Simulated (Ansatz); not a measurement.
Total energies of the cluster Zn2S⁺ (the lowest doublet isomer of a short search) from Ansatz at r2SCAN-D4/def2-TZVP, gas phase (1 Eh = 27.2114 eV = 2625.5 kJ/mol). The reference geometry is relaxed at r2SCAN-D4/def2-TZVP.

```xyz
3

Zn   -0.9958    1.3015   -0.8725
Zn    0.3410   -1.7066    0.6462
S     0.6548    0.4052    0.2262
```

| state | geometry | energy (Eh) |
| --- | --- | --- |
| charge 1 doublet | reference | -3956.66632 |
| charge 0 triplet | reference | -3956.94206 |
| charge 1 quartet | relaxed at r2SCAN-D4/def2-TZVP | -3956.62699 |

Q: Work out the vertical electron affinity, to the triplet.

A: E(charge 1 doublet) − E(charge 0 triplet) = -3956.66632 − (-3956.94206) = 0.27574 Eh = 7.50 eV.

Q: Which of the charge 1 states is lowest, and how far above it are the others?

A: The doublet. quartet: -3956.62699 − (-3956.66632) = 0.03933 Eh = 103.3 kJ/mol.

The structure comes from a short search, and lower isomers may exist.
